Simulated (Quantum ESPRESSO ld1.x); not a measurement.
The argon ion Ar17+, 1 electrons, occupied as 1s1 (the NIST ground configuration). Calculated with ld1.x of Quantum ESPRESSO 7.5: scalar-relativistic Kohn-Sham, PBE, spin-unpolarised, spherical densities, point nucleus; without spin polarisation the odd electron is poorly described.

Normalised radial functions P(r) = r R(r), r in bohr:

```
   r/bohr * 1s, o 2s, + 2p (the largest magnitude, 3.12, reaches the edge; | marks zero, & curves that meet)
 0.004506                             + o   *
 0.005416                             + o    *
 0.006563                             +  o    *
 0.007952                             +  o     *
 0.009635                             +   o      *
  0.01167                             +   o        *
  0.01415                             +    o         *
    0.017                             |+    o          *
   0.0206                             |+    o            *
  0.02496                             |+     o             *
  0.03025                             | +     o              *
  0.03665                             | +     o                *
  0.04441                             |  +    o                 *
  0.05381                             |   +   o                  *
  0.06468                             |     +o                   *
  0.07837                             |    o +                 *
  0.09495                             |  o     +             *
   0.1151                            o|          +       *
   0.1394                        o    |            + *
   0.1689                    o        |          *   +
    0.203                 o           |      *        +
    0.246              o              |   *           +
   0.2981             o               | *            +
   0.3612              o              |*          +
   0.4376                 o           *        +
   0.5303                     o       *     +
   0.6374                        o    *  +
   0.7723                           o * +
   0.9358                            o*+
    1.134                             &
```

1s: eigenvalue -4278.9 eV, 0 radial nodes, <r> = 0.0833 bohr, 90 % of the charge inside 0.148 bohr. 2s (empty): eigenvalue -1032.6 eV, 1 radial node at r = 0.111 bohr, <r> = 0.338 bohr, 90 % of the charge inside 0.514 bohr. 2p (empty): eigenvalue -1019.7 eV, 0 radial nodes, <r> = 0.284 bohr, 90 % of the charge inside 0.455 bohr.
